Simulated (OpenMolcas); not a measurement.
Computed levels of 4d in ions with 37 electrons, in cm-1 above ²D_3/2.

```
Program             : OpenMolcas
Method              : SS-RASPT2, IPEA 0.25 Eh, imaginary shift 0.1 Eh
Basis               : ANO-RCC-VQZP
Scalar Hamiltonian  : DKH2, point nucleus
Spin-orbit coupling : state interaction with AMFI integrals over the reference wave functions, term energies averaged over their components
```

Active space for each ion: 7 electrons in 8 orbitals (RAS1 4p, at most 2 holes; RAS2 4d); closed shells correlated by CASPT2: 4s.

| Level | Zr3+ | Nb4+ | Tc6+ | Ru7+ |
| --- | --- | --- | --- | --- |
| ²D_5/2 | 1418 | 2008 | 3385 | 4294 |

Problem. Estimate ²D_5/2 for Mo5+ from its neighbours Nb4+ and Tc6+.

Solution. ²D_5/2 is fine structure, which grows about as the fourth power of a screened charge, so the fourth roots are averaged: ((2008^0.25 + 3385^0.25) / 2)^4 = 2629. The calculation gives 2645, so the estimate is off by -0.6 %; the measured value is 2584 (Sugar and Musgrove, J. Phys. Chem. Ref. Data 17, 155 (1988)).

Active for correlation alone: 4p; no level in the range computed is led by a configuration that opens it, so any true level of that kind is missing. Measured partners are found by configuration, term and J. A level has none where our copy of the source lacks it or the pairing is in doubt (some pairs that miss far off the trend of their configuration count as doubtful), and it then counts in no deviation. Levels of configurations outside the active space are missing.
